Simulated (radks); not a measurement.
Results of a calculation; reference values are marked as such.
Q: Species: W25+. Configuration: [Kr] 4d10 4f3 (the NIST ground configuration). Code: a radial shooting solver on a logarithmic mesh with Libxc functionals. Model: Dirac Kohn-Sham, PBE, spin-unpolarised, spherical densities, point nucleus; open shells are shared between the two j in proportion to 2j + 1.

Spin-orbit splittings of the eigenvalues, e(l+1/2) - e(l-1/2), with zeta = 2 splitting/(2l+1) and mean radii in bohr:

| shell | occ. | splitting (eV) | zeta (eV) | <r> j=l-1/2 | <r> j=l+1/2 |
|---|---|---|---|---|---|
| 2p | 6 | 1352 | 901.4 | 0.06367 | 0.07164 |
| 3p | 6 | 293.8 | 195.9 | 0.1902 | 0.2047 |
| 3d | 10 | 63.75 | 25.50 | 0.1792 | 0.1836 |
| 4p | 6 | 77.74 | 51.82 | 0.4312 | 0.4574 |
| 4d | 10 | ? | ? | 0.4568 | 0.4646 |
| 4f | 3 | 3.800 | 1.086 | 0.4501 | 0.4534 |

Estimate the 4d splitting.

A: 15.63 eV (zeta = 6.252 eV).
